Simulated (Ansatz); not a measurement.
SiO₃H₂, relaxed as a singlet with RKS PBE-D4/def2-TZVP in Ansatz, starting from the GFN1-xTB geometry. Force threshold 0.02 eV/Å.

The structure holds 1 bond(s) between oxygen atoms. Another isomer (singlet) lies 4.88 eV lower at PBE0-D4/def2-TZVP; other spin states weren't run for this one.

Start:

```xyz
6

Si   -0.135   -0.582    0.426
O    -0.150    1.025   -0.420
O     1.058    0.614    0.272
O    -1.035   -0.829    1.610
H     0.171    1.310   -1.286
H     0.092   -1.538   -0.601
```

**Question.** Estimate the energy that the relaxation releases and the steps that it takes.

**Answer.** 0.28 eV, in 9 steps; 6 s on 4 threads of Arm Neoverse V1 on a shared host. No frequencies were taken in this run, so the end may be a saddle point.

**Question.** Does the start keep its bonding?

**Answer.** By distances, no bond broke or formed. The bond that changes most is Si1–O2, from 1.82 to 1.97 Å (atoms count from 1).

**Question.** Predict the relaxed structure.

**Answer.** 
```xyz
6

Si   -0.137   -0.582    0.473
O    -0.144    1.168   -0.438
O     1.042    0.653    0.365
O    -1.019   -0.900    1.679
H     0.200    1.107   -1.358
H     0.057   -1.447   -0.721
```
Bond lengths: 3 × O–Si 1.53 to 1.97 Å; 1 × O–O 1.52 Å; 1 × H–O 0.98 Å; 1 × H–Si 1.49 Å.
